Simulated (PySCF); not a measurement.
Vertical excitations of a molecule C2H7ClO2Si from PySCF with TDA-CAM-B3LYP/def2-SVPD, as energy in eV (oscillator strength): 7.32 (0.010), 7.70 (0.008), 7.85 (0.019), 8.08 (0.029), 8.22 (0.034), 8.33 (0.028), 8.35 (0.021), 8.52 (0.044), 8.63 (0.035), 8.67 (0.006). Lowest triplet (TDA): 6.99 eV. Geometry: PBE-D3(BJ)/def2-SVP. The values are those of a single conformer.

Q: Pick the molecule that these values belong to.
A. OCCO[SiH2]Cl
B. CO[Si@@](C)(O)Cl
C. CO[Si@H](Cl)CO
D. OCC[Si@H](O)Cl

A: D, OCC[Si@H](O)Cl
